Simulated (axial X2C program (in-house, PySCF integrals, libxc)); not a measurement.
# Nuclear properties of CoCO

Calculated with an in-house all-electron X2C program for linear molecules (integrals from PySCF): two-component X2C with atomic mean-field Coulomb and Gaunt terms, Gaussian nuclei, basis Co dyall-v3z, C dyall-v3z, O dyall-av3z with contracted cores.

Co–C–O held linear, with bonds 1.687 and 1.148 Å (near the PBE0 minimum at charge 0 of the determinant lowest at the starting distance; the state shown can have its own minimum elsewhere, held linear; other orders of the atoms were not compared).

Determinant lowest in the PBE0 search, Ω = 5/2 (⟨Sz⟩ = 0.50, ⟨Lz⟩ = 2.00 at PBE0), spin on the atoms Co 0.54, C -0.02, O -0.02:

| level | Eeff magnitude (GV/cm) | Ws magnitude Co (kHz) | A∥/gI Co (MHz) | qzz Co (a.u.) | A∥/gI C (MHz) | qzz C (a.u.) | A∥/gI O (MHz) | qzz O (a.u.) | μ (D) |
| --- | --- | --- | --- | --- | --- | --- | --- | --- | --- |
| PBE0 | 0.871 | 0.12 | 214 | -1.20 | -5.98 | -0.73 | 3.96 | -0.21 | -2.48 |
| HF | 1.88 | 0.278 | 311 | -1.21 | -40 | -0.74 | -53.6 | -0.20 | -1.90 |
| TPSSh | 0.526 | 0.0711 | 277 | -1.20 | -3.22 | -0.66 | 3.54 | -0.17 | -3.10 |

Eeff is the effective electric field on the electron electric dipole moment in this Ω state and Ws the scalar–pseudoscalar constant of the nucleus named (defined with the proton number Z and per Ω); A∥ (defined per Ω) follows by multiplying with gI = μI/(I μN); qzz is the electric field gradient, eQq0 = 234.96 MHz × Q/barn × qzz; μ is positive if the O end (last atom) is positive. The operators were transformed with the bare-nucleus X2C matrices; with these basis sets, hyperfine constants and field gradients can be off by tens of per cent, and where levels differ in sign neither size nor sign is settled.

(1) With gI(59Co) = 1.3220, Q(59Co) = 0.42 barn, Q(17O) = -0.02558 barn (g factors from the IAEA table of nuclear moments by Stone; Q from Pyykkö, Mol. Phys. 2018), turn the PBE0 values of the first state into constants in MHz.

The molecule was held linear; bending was not examined, so a bent shape may lie lower.

Each state is one determinant with collinear spin. Unrestricted Hartree–Fock can overshoot spin polarisation at the nuclei. Where Eeff spreads by more than a factor of two the levels disagree and none is to be relied on. The search compared states at one distance, so a state with another bond length can lie lower. Further determinants of the search, some of them spin-mixed, are not shown. Where a field gradient or hyperfine factor spreads by more than a factor of two over the levels, a constant derived from it is not to be relied on.

Answers

(1) A∥(59Co) = 214 × 1.3220 = 283 MHz; eQq0(59Co) = 234.96 × (0.42) × (-1.20) = -118 MHz; eQq0(17O) = 234.96 × (-0.02558) × (-0.21) = 1.26 MHz.
